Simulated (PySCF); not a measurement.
H₆PSi₂, SMILES [SiH3][P][SiH3], multiplicity 2. Atoms are numbered in the order given.

```xyz
9

Si     1.6713    -0.0009     0.4286
P      0.0000     0.0000    -1.1092
Si    -1.6713     0.0009     0.4286
H      1.7612     1.3506     1.0592
H      2.9641    -0.3105    -0.2449
H      1.4259    -1.0087     1.5041
H     -1.4259     1.0087     1.5041
H     -2.9641     0.3105    -0.2449
H     -1.7612    -1.3506     1.0592
```
Charge 0, spin multiplicity 2.

The structure is a stationary point at B3LYP-D3(BJ)/def2-SVP. The isomer is the one that the SMILES or the coordinates give; other isomers of the formula were not compared.

Two levels are set side by side: PBE/pcH-1 (PySCF) and B3LYP/pcH-1 (PySCF). Contact hyperfine couplings, same geometry. Differences are taken from unrounded values.

| quantity | B3LYP | PBE | PBE minus B3LYP |
|---|---|---|---|
| A(iso) of 29Si, atom Si1 (MHz) | 29.0 | 29.2 | 0.2 |
| A(iso) of 31P, atom P2 (MHz) | 80.3 | 1.4 | -78.9 |
| A(iso) of 29Si, atom Si3 (MHz) | 29.0 | 29.2 | 0.2 |
| A(iso) of 1H, atom H4 (MHz) | 57.1 | 60.0 | 2.9 |
| A(iso) of 1H, atom H5 (MHz) | 0.6 | 0.7 | 0.1 |
| A(iso) of 1H, atom H6 (MHz) | 33.9 | 35.9 | 1.9 |
| A(iso) of 1H, atom H7 (MHz) | 33.9 | 35.9 | 1.9 |
| A(iso) of 1H, atom H8 (MHz) | 0.6 | 0.7 | 0.1 |
| A(iso) of 1H, atom H9 (MHz) | 57.1 | 60.0 | 2.9 |

Rough cost on one machine, each run with all the roots and properties that it gave: B3LYP against PBE within a factor of 2.
